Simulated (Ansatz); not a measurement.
Basis-set series for B$_{2}$H$_{4}$S$_{2}$ (`BSBS`). Charge 0, multiplicity 1. All single points use the PBE0-D4/def2-TZVP geometry. It is one conformer, not always the lowest.

```json
{"functional": "PBE0-D4", "basis": "def2-SVP", "functions": "84", "energy (Eh)": "-847.90896", "HOMO (eV)": "-7.95", "LUMO (eV)": "-1.80"}
{"functional": "PBE0-D4", "basis": "def2-QZVPP", "functions": "374", "energy (Eh)": "-848.26474", "HOMO (eV)": "-8.03", "LUMO (eV)": "-1.95"}
{"functional": "ωB97M-V", "basis": "def2-SVP", "functions": "84", "energy (Eh)": "-848.17633", "HOMO (eV)": "-9.97", "LUMO (eV)": "0.25"}
{"functional": "ωB97M-V", "basis": "def2-QZVPP", "functions": "374", "energy (Eh)": "-848.53314", "HOMO (eV)": "-10.10", "LUMO (eV)": "0.01"}
```

(1) Give the rows for def2-TZVPP. (Estimate.)

## Answers

(1) Computed: 
| functional | basis | functions | energy (Eh) | HOMO (eV) | LUMO (eV) |
| --- | --- | --- | --- | --- | --- |
| PBE0-D4 | def2-TZVPP | 202 | -848.23757 | -8.01 | -1.92 |
| ωB97M-V | def2-TZVPP | 202 | -848.50753 | -10.08 | 0.06 |

Positive LUMOs are unbound and depend on the basis.
